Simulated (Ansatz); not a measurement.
Species: sum formula SiN2H6 (charge 0, singlet). 
Structure (B3LYP-D3(BJ)/def2-TZVP (Ansatz, a first-principles code) minimum search):
```xyz
9

Si     0.0195    -0.4378    -0.1029
N      1.3660     0.5720    -0.4677
N     -1.3998     0.1869     0.6462
H      0.5367    -1.4591     0.8334
H     -0.4283    -0.9755    -1.4059
H      1.9937     0.8943     0.2518
H      1.3509     1.2078    -1.2495
H     -1.4228     0.4074     1.6293
H     -2.0665     0.7416     0.1328
```
Charge 0, spin multiplicity 1.

Computed values are from Ansatz. Valence correlation only, unless marked. Open shells are spin-unrestricted. No spin-orbit coupling. No relativistic terms. CBS marks a two-point X^-3 extrapolation of the correlation energy; Hartree-Fock from the larger set.

Q: What is the dipole moment at CCSD(T)/aug-cc-pV(D+d)Z?

A: 2.01 D.

Q: What is the total energy at CCSD(T)/CBS(cc-pV(T+d)Z,cc-pV(Q+d)Z)?

A: -402.1421 Eh.

Q: What is the T1 diagnostic at CCSD/cc-pV(Q+d)Z?

A: 0.010.

Q: What is the atomisation energy De at CCSD(T)/CBS(cc-pV(T+d)Z,cc-pV(Q+d)Z)?

A: 3000.7 kJ/mol.
